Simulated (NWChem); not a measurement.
Molecule: Si2H4SCl2; SMILES [SiH3]S[SiH](Cl)Cl

```xyz
9

Si    -0.0011    -2.2524    -0.8817
S      0.0141    -1.3083     1.0824
Si     0.0010     0.7833     0.6876
Cl     1.6632     1.4061    -0.3805
Cl    -1.6757     1.3875    -0.3685
H     -1.2280    -1.8879    -1.6282
H      1.2010    -1.8662    -1.6571
H      0.0154    -3.7007    -0.5743
H      0.0021     1.4635     1.9936
```
Atoms are numbered in this order, from 1.

Results from NWChem. Pople sets run with spherical d functions. Structure relaxed at the B3LYP/6-31G* (spherical d) level. Vertical excitations in the gas phase; the lowest state need not have the same character in each row.

| level | lowest excitation, singlet (eV) | oscillator strength of that lowest state | lowest state with f > 0.02, singlet (eV) | orbital gap (eV) |
|---|---|---|---|---|
| PBE/6-31+G*, full TDDFT | 5.18 | 0.000 | 5.98 | 5.10 |
| B3LYP/6-31+G*, full TDDFT | 5.61 | 0.001 | 6.49 | 6.69 |
| BHandHLYP/6-31+G*, full TDDFT | ? | 0.001 | 6.53 | ? |

Q: Some entries are withheld; supply them.

A: 
- BHandHLYP/6-31+G*, full TDDFT, lowest excitation, singlet (eV): 6.23
- BHandHLYP/6-31+G*, full TDDFT, orbital gap (eV): 9.06
